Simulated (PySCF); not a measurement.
**Two-component Hartree-Fock for Cs³⁹⁺ (caesium, charge +39)**

Start: [Ne] 3s2 3p4; 3p1/2 filled at m_j = -1/2, +1/2; 3p3/2 filled at m_j = +1/2, +3/2. Calculated with PySCF 2.14 in an even-tempered Gaussian basis (19 s from 8.1 bohr⁻², ratio 2.4; 14 p from 11 bohr⁻², ratio 2.4; 4 d from 40 bohr⁻², ratio 2.6; 4 f from 59 bohr⁻², ratio 2.6): generalised Hartree-Fock with the X2C-1e Hamiltonian and a Gaussian nucleus; one run each with spin-orbit coupling (SO) switched off, then screened by Boettger's factors.

```json
{"spinor shell": "1s1/2", "electrons": "2", "ε, spin-free (eV)": "-38474.0", "ε, screened SO (eV)": "-38467.3", "weight of nominal j (screened SO)": "1.000", "rms radius, screened SO (bohr)": "0.0298"}
{"spinor shell": "2s1/2", "electrons": "2", "ε, spin-free (eV)": "-7992.7", "ε, screened SO (eV)": "-7989.8", "weight of nominal j (screened SO)": "1.000", "rms radius, screened SO (bohr)": "0.119"}
{"spinor shell": "2p1/2", "electrons": "2", "ε, spin-free (eV)": "-7406.1", "ε, screened SO (eV)": "-7659.2", "weight of nominal j (screened SO)": "1.000", "rms radius, screened SO (bohr)": "0.103"}
{"spinor shell": "2p3/2", "electrons": "4", "ε, spin-free (eV)": "-7406.1", "ε, screened SO (eV)": "-7290.4", "weight of nominal j (screened SO)": "1.000", "rms radius, screened SO (bohr)": "0.108"}
{"spinor shell": "3s1/2", "electrons": "2", "ε, spin-free (eV)": "-3068.8", "ε, screened SO (eV)": "-3067.6", "weight of nominal j (screened SO)": "1.000", "rms radius, screened SO (bohr)": "0.290"}
{"spinor shell": "3p1/2", "electrons": "2", "ε, spin-free (eV)": "-2889.0", "ε, screened SO (eV)": "-2945.4", "weight of nominal j (screened SO)": "0.996", "rms radius, screened SO (bohr)": "0.278"}
{"spinor shell": "3p3/2", "electrons": "2", "ε, spin-free (eV)": "-2889.0", "ε, screened SO (eV)": "-2861.5", "weight of nominal j (screened SO)": "0.997", "rms radius, screened SO (bohr)": "0.286"}
```

```tsv
quantity	spin-free	screened SO
E (hartree)	-6484.15211	-6488.73826
M_J	2	2
⟨J²⟩	6.001	6.002
⟨L²⟩	2.000	3.137
⟨S²⟩	2.000	1.447
```

Each row is a mean over spinors that exchange with the open shell spreads, by up to 28.301 eV (3s1/2).

Breit and QED terms are absent; they matter most for the inner s and p1/2 levels.

Densities and radii are taken from the X2C orbitals without a picture-change correction, which distorts them close to the nucleus.

Without spin-orbit coupling the j labels of p, d and f shells carry no meaning; the spin-free column gives the mean over the occupied spinors of each nl shell.
